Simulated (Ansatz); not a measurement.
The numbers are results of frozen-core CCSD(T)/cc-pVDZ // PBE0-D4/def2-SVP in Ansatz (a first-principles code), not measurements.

Ansatz 0.2 input:
```yaml
crystal:
  periodic: [false, false, false]
  atoms:
    - { symbol: B, position_ang: [1.596722, 1.455909, -0.637705] }
    - { symbol: C, position_ang: [0.855515, 0.09923, -0.39065] }
    - { symbol: C, position_ang: [1.87598, -0.993818, -0.54851] }
    - { symbol: O, position_ang: [1.860046, -1.84094, -1.402692] }
    - { symbol: C, position_ang: [-0.52025, -0.164907, -1.043227] }
    - { symbol: C, position_ang: [-0.983335, -1.440741, -0.316243] }
    - { symbol: C, position_ang: [-0.424774, -1.254754, 1.115983] }
    - { symbol: C, position_ang: [0.248495, 0.126263, 1.064057] }
    - { symbol: C, position_ang: [-0.848178, 1.193506, 0.932313] }
    - { symbol: C, position_ang: [-1.365525, 1.002569, -0.516637] }
    - { symbol: H, position_ang: [2.763449, 1.559513, -0.33217] }
    - { symbol: H, position_ang: [1.037881, 2.419999, -1.102138] }
    - { symbol: H, position_ang: [2.714679, -0.946076, 0.196813] }
    - { symbol: H, position_ang: [-0.508423, -0.260377, -2.137431] }
    - { symbol: H, position_ang: [-2.079553, -1.534482, -0.33553] }
    - { symbol: H, position_ang: [-0.565645, -2.33578, -0.796138] }
    - { symbol: H, position_ang: [-1.201873, -1.28552, 1.895577] }
    - { symbol: H, position_ang: [0.310182, -2.036413, 1.366502] }
    - { symbol: H, position_ang: [0.962568, 0.307173, 1.881157] }
    - { symbol: H, position_ang: [-0.444562, 2.206486, 1.088579] }
    - { symbol: H, position_ang: [-1.631098, 1.044608, 1.691652] }
    - { symbol: H, position_ang: [-1.2128, 1.911684, -1.115636] }
    - { symbol: H, position_ang: [-2.439504, 0.766869, -0.557925] }
basis:
  gaussian: { orbitals: cc-pVDZ }
correlation:
  method: ccsd_t
```

Output:

```
Functional definition: HF
1870 factors; integrals over basis functions are off by at most 1.2e-3 eV
mean field evaluation 1: about -11151.1494 eV, gradient 4.7e1 eV
mean field evaluation 2: about -11151.5928 eV, gradient 4.7e1 eV
mean field evaluation 4: about -11157.8655 eV, gradient 7.3e0 eV
mean field evaluation 8: about -11158.0331 eV, gradient 5.7e-1 eV
mean field evaluation 16: about -11158.0355 eV, gradient 1.3e-6 eV
mean field -11158.03551251 eV, -410.0502418967 hartree, gradient 1.3e-6 eV, S^2 0.000000; 0 other end points of the search recorded, 0 dependent functions left out
10 core orbitals not correlated
reference -11158.03551251 eV, -410.0502418967 hartree; 27, 27 occupied and 168, 168 virtual orbitals, 1870 factors
second order -37.36449343 eV of doubles, -0.00000000 eV of singles
cycle   1  -38.44704052 eV  change    -1.1e0 eV  update   1.5e-1
cycle   2  -39.50026496 eV  change    -1.1e0 eV  update   4.3e-2
cycle   3  -39.75284663 eV  change   -2.5e-1 eV  update   2.3e-2
cycle   4  -39.74863019 eV  change    4.2e-3 eV  update   5.9e-3
cycle   5  -39.74855730 eV  change    7.3e-5 eV  update   3.1e-3
cycle   6  -39.74985915 eV  change   -1.3e-3 eV  update   1.1e-3
cycle   7  -39.74921753 eV  change    6.4e-4 eV  update   6.2e-4
cycle   8  -39.74883870 eV  change    3.8e-4 eV  update   2.5e-4
cycle   9  -39.74890280 eV  change   -6.4e-5 eV  update   1.3e-4
cycle  10  -39.74893115 eV  change   -2.8e-5 eV  update   5.8e-5
perturbative correction -1.43193354 eV, -0.0526225869 hartree
Total energy: -11199.21637720 eV, -411.5636107606 hartree
```

Cost: about 15 core-minutes (a rough figure).
